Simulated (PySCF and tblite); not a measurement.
Results of a calculation; reference values are marked as such.
C7H14, numbered as in [CH3:1][CH2:2][CH2:3][CH2:4][CH:5]1[CH2:6][CH2:7]1.

Level: B3LYP-D3(BJ)/def2-SVP (IEF-PCM, chloroform)//GFN2-xTB, thermal terms from GFN2-xTB, symmetry numbers and mirror pairs counted. Conformers within 3 kcal/mol (GFN2-xTB free energy) were kept, 7 at most. Run with PySCF (density fitting) and tblite.

Torsions listed: C1–C2–C3–C4, C2–C3–C4–C5, C3–C4–C5–C6. Of a mirror pair one member is shown.

| conformer | shape | symmetry |
| --- | --- | --- |
| 1 | 67°, 174°, -84° | C1 (pair) |
| 2 | -178°, -65°, 165° | C1 (pair) |
| 3 | 180°, 180°, -84° | C1 (pair) |
| 4 | -61°, -62°, -78° | C1 (pair) |
| 5 | -176°, -68°, -79° | C1 (pair) |
| 6 | 70°, 64°, -95° | C1 (pair) |
| 7 | -67°, -176°, -83° | C1 (pair) |

Question: Which of these conformers is the most populated at 298.15 K, and with what share?

Answer: Conformer 3, about 35 %.

Question: Give the DFT energies and free energies relative to the lowest, and all weights.

Answer: 
```json
{"conformer": "1", "shape": "67°, 174°, -84°", "E(DFT) kcal/mol": "0.53", "G(298.15 K) kcal/mol": "0.67", "weight %": "11.2"}
{"conformer": "2", "shape": "-178°, -65°, 165°", "E(DFT) kcal/mol": "0.32", "G(298.15 K) kcal/mol": "0.59", "weight %": "12.9"}
{"conformer": "3", "shape": "180°, 180°, -84°", "E(DFT) kcal/mol": "0.00", "G(298.15 K) kcal/mol": "0.00", "weight %": "34.8"}
{"conformer": "4", "shape": "-61°, -62°, -78°", "E(DFT) kcal/mol": "0.50", "G(298.15 K) kcal/mol": "0.94", "weight %": "7.2"}
{"conformer": "5", "shape": "-176°, -68°, -79°", "E(DFT) kcal/mol": "0.36", "G(298.15 K) kcal/mol": "0.53", "weight %": "14.2"}
{"conformer": "6", "shape": "70°, 64°, -95°", "E(DFT) kcal/mol": "0.54", "G(298.15 K) kcal/mol": "1.03", "weight %": "6.1"}
{"conformer": "7", "shape": "-67°, -176°, -83°", "E(DFT) kcal/mol": "0.42", "G(298.15 K) kcal/mol": "0.55", "weight %": "13.7"}
```

Question: How does its share change from 220 K to 380 K?

Answer: From 42 % to 31 %; the mixing entropy goes from 4.73 to 5.02 cal/(mol K).
